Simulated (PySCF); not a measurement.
Isomers of C5H15NSn, from PBE0-D3(BJ)/def2-SVP geometry optimisation, gas phase, def2 core potentials past Kr in PySCF. One conformer each, no zero-point energy, no frequencies.

Task: Which is lowest in electronic energy at this level?
A. `CC(C)[NH][SnH]([CH3])[CH3]` (SnHMe2(NHiPr)): A = 2572, B = 989.9, C = 816.4 MHz, dipole 0.41 D
B. `[H][Sn]([H])([CH3])[N](CC)CC` (SnH2Me(NEt2)): A = 2017, B = 952.6, C = 789.4 MHz, dipole 0.96 D
C. `[H][Sn]([CH3])([CH3])[N](C)CC` (SnHMe2(NMeEt)): A = 2293, B = 1065, C = 898.9 MHz, dipole 1.00 D

Result: A. That is SnHMe2(NHiPr), `[H][Sn]([CH3])([CH3])[NH]C(C)C`, 8.2 kcal/mol below the next.

| SMILES | mapped SMILES | E (Eh) | relative (kcal/mol) | relative (kJ/mol) | dipole (D) |
| --- | --- | --- | --- | --- | --- |
| [H][Sn]([CH3])([CH3])[NH]C(C)C | – | -468.12363 | 0.0 | 0.0 | 0.41 |
| [H][Sn]([CH3])([CH3])[N](C)CC | – | -468.11062 | 8.2 | 34.2 | 1.00 |
| [H][Sn]([H])([CH3])[N](CC)CC | – | -468.10503 | 11.7 | 48.8 | 0.96 |
